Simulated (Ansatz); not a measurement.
```yaml
crystal:
  periodic: [false, false, false]
  atoms:
    - {symbol: C, position_ang: [-1.912973, 0.023443, 1.095823]}
    - {symbol: N, position_ang: [-0.345970, -0.165367, 0.857791]}
    - {symbol: C, position_ang: [0.345248, -1.204089, 1.625598]}
    - {symbol: In, position_ang: [0.407099, 0.765031, -1.297542]}
    - {symbol: N, position_ang: [2.634940, 0.259683, -2.007690]}
    - {symbol: O, position_ang: [-0.665984, 2.154881, -2.358508]}
    - {symbol: H, position_ang: [-1.893220, 0.822360, 2.338444]}
    - {symbol: H, position_ang: [-2.562142, -0.634167, 1.275572]}
    - {symbol: H, position_ang: [-2.179010, 1.167252, 0.485440]}
    - {symbol: H, position_ang: [1.633013, -1.364381, 1.229076]}
    - {symbol: H, position_ang: [0.331006, -0.832047, 2.707850]}
    - {symbol: H, position_ang: [-0.108063, -2.056759, 1.597211]}
    - {symbol: H, position_ang: [2.698341, -0.928155, -1.902276]}
    - {symbol: H, position_ang: [2.910903, 0.370623, -3.150182]}
    - {symbol: H, position_ang: [-1.645722, 2.499682, -1.967287]}
basis:
  gaussian: {orbitals: def2-mTZVPP}
magnetization: {spin_polarized: true, initial_magnetization: 0}
hamiltonian: {xc: {name: rPW86-PBE}, dispersion: d4}
scf: {lower_state_search: full}
relax: {f_tol: 0.001, max_steps: 3}
```

```sh
$ ansatz run in.yaml --threads 2 --pin off --events-out ev --progress --plain --max-ram 32768MiB --backend cuda --devices 0, --max-vram 18GiB
```

It prints (some lines left out):

```
Functional definition: rPW86-PBE
1713 factors; their error is unknown
mean field evaluation 1: about -12402.5965 eV, gradient 9.2e1 eV
mean field evaluation 2: about -12178.7569 eV, gradient 2.0e2 eV
mean field evaluation 4: about -12408.5269 eV, gradient 7.0e1 eV
mean field evaluation 8: about -12439.0558 eV, gradient 6.1e0 eV
mean field evaluation 16: about -12439.2597 eV, gradient 4.9e-2 eV
mean field evaluation 32: about -12439.2598 eV, gradient 1.3e-5 eV
mean field -12439.25976272 eV, -457.1343646467 hartree, gradient 4.0e-6 eV, S^2 0.000000; 3 other end points of the search recorded, 0 dependent functions left out
reference -12439.25992272 eV, -457.1343705266 hartree; 32, 32 occupied and 159, 159 virtual orbitals, 1713 factors
relax step   1: F+E_penalty+E_count = -12439.60881423 eV  Δ(F+E_penalty+E_count) = +0.000e0 eV  max|allowed force component| = 1.204e1 eV/Å  Δτ_max = 0.0000 Å  (161 SCF iters, accepted)
1713 factors; their error is unknown
mean field -12443.49511953 eV, -457.2900111389 hartree, gradient 1.7e-5 eV, S^2 0.000000; 0 other end points of the search recorded, 0 dependent functions left out
reference -12443.49527641 eV, -457.2900169042 hartree; 32, 32 occupied and 159, 159 virtual orbitals, 1713 factors
relax step   2: F+E_penalty+E_count = -12443.82138126 eV  Δ(F+E_penalty+E_count) = -4.213e0 eV  max|allowed force component| = 4.339e0 eV/Å  Δτ_max = 0.1946 Å  (46 SCF iters, accepted)
1713 factors; their error is unknown
mean field -12444.93161370 eV, -457.3428013258 hartree, gradient 1.3e-5 eV, S^2 0.000000; 0 other end points of the search recorded, 0 dependent functions left out
reference -12444.93176770 eV, -457.3428069853 hartree; 32, 32 occupied and 159, 159 virtual orbitals, 1713 factors
relax step   3: F+E_penalty+E_count = -12445.26191499 eV  Δ(F+E_penalty+E_count) = -1.441e0 eV  max|allowed force component| = 2.122e0 eV/Å  Δτ_max = 0.1943 Å  (42 SCF iters, accepted)
Error: geometry relaxation did not converge after 3 steps: max|allowed force component| = 2.12e0 eV/Å (threshold 1.0e-3). Raise `relax.max_steps` over both its present limit and 3, loosen `relax.f_tol`, or start from a geometry closer to equilibrium. Where this run's directory can be resumed (`checkpoint.write`), a resume goes on for up to `relax.max_steps` more
```

Task: Something in this input is off. What?

Result: The relaxation is allowed too few steps for its threshold. No converged result was reached.
